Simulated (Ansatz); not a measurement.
Al₇Sb₆H₂₂⁻, a cluster cut from wurtzite AlSb (hydrogen-capped), 35 atoms. Hardware: 2 threads of AMD EPYC 7R13 on a shared host and a share (18 GiB) of an NVIDIA H100 80GB HBM3.

In the def2 sets Sb takes a core potential; there is no spin–orbit coupling. Correlated methods freeze 59 core orbitals; core or outer-core shells of Sb are correlated, in sets that lack core-valence functions. Single mean-field runs in def2-TZVP are fitted with def2-universal-jkfit.

How many basis functions does each of these Ansatz runs have, and roughly what does it cost? PBE with 10 % exact exchange/def2-SVP, charge -1 singlet, energy, from earlier orbitals; HF/STO-3G, charge -1 singlet, energy; ωB97X-V/def2-TZVP, charge 0 doublet at the geometry of the charge -1 singlet, energy, from earlier orbitals; PBE-D4/def2-TZVP, charge 0 doublet at the geometry of the charge -1 singlet, energy, from earlier orbitals; PBE-D4/def2-TZVP, charge -1 singlet, energy, from earlier orbitals; PBE with 35 % exact exchange/def2-SVP, charge -1 singlet, energy, from earlier orbitals; RPA@PBE/def2-SVP, charge -1 singlet, energy, from earlier orbitals; PBE0-D4/def2-TZVP, charge -1 triplet at the geometry of the charge -1 singlet, energy; r2SCAN0-D4/def2-TZVP, charge -1 singlet, energy, from earlier orbitals; PBE-D4/def2-TZVP, charge 0 doublet, energy, from earlier orbitals; PBE-D4/def2-SVP, charge -1 singlet, relaxation, 14 steps; PBE0-D4/def2-SVP, charge -1 singlet, energy, from earlier orbitals.

Other jobs shared the machine, so times can vary by a factor of up to 3. A dash marks memory too small to be measured apart from the calling script's.

```json
{"run": "HF/STO-3G, charge -1 singlet, energy", "functions": "247", "fitting or Cholesky vectors": "2634", "wall time": "2.7 s", "peak host memory (GiB)": "–"}
{"run": "PBE with 35 % exact exchange/def2-SVP, charge -1 singlet, energy, from earlier orbitals", "functions": "392", "fitting or Cholesky vectors": "4252", "wall time": "4.8 s", "peak host memory (GiB)": "–"}
{"run": "PBE0-D4/def2-SVP, charge -1 singlet, energy, from earlier orbitals", "functions": "392", "fitting or Cholesky vectors": "4252", "wall time": "5.5 s", "peak host memory (GiB)": "–"}
{"run": "PBE-D4/def2-TZVP, charge -1 singlet, energy, from earlier orbitals", "functions": "691", "fitting or Cholesky vectors": "2600", "wall time": "7 s", "peak host memory (GiB)": "–"}
{"run": "PBE with 10 % exact exchange/def2-SVP, charge -1 singlet, energy, from earlier orbitals", "functions": "392", "fitting or Cholesky vectors": "4252", "wall time": "7.5 s", "peak host memory (GiB)": "–"}
{"run": "RPA@PBE/def2-SVP, charge -1 singlet, energy, from earlier orbitals", "functions": "392", "fitting or Cholesky vectors": "4252", "wall time": "7.5 s", "peak host memory (GiB)": "2.1"}
{"run": "r2SCAN0-D4/def2-TZVP, charge -1 singlet, energy, from earlier orbitals", "functions": "691", "fitting or Cholesky vectors": "2600", "wall time": "9 s", "peak host memory (GiB)": "–"}
{"run": "PBE-D4/def2-TZVP, charge 0 doublet, energy, from earlier orbitals", "functions": "691", "fitting or Cholesky vectors": "2600", "wall time": "13 s", "peak host memory (GiB)": "1.4"}
{"run": "PBE-D4/def2-TZVP, charge 0 doublet at the geometry of the charge -1 singlet, energy, from earlier orbitals", "functions": "691", "fitting or Cholesky vectors": "2600", "wall time": "13 s", "peak host memory (GiB)": "1.4"}
{"run": "PBE0-D4/def2-TZVP, charge -1 triplet at the geometry of the charge -1 singlet, energy", "functions": "691", "fitting or Cholesky vectors": "2600", "wall time": "32 s", "peak host memory (GiB)": "1.4"}
{"run": "ωB97X-V/def2-TZVP, charge 0 doublet at the geometry of the charge -1 singlet, energy, from earlier orbitals", "functions": "691", "fitting or Cholesky vectors": "2600", "wall time": "55 s", "peak host memory (GiB)": "1.9"}
{"run": "PBE-D4/def2-SVP, charge -1 singlet, relaxation, 14 steps", "functions": "392", "fitting or Cholesky vectors": "4523", "wall time": "77 s", "peak host memory (GiB)": "–"}
```
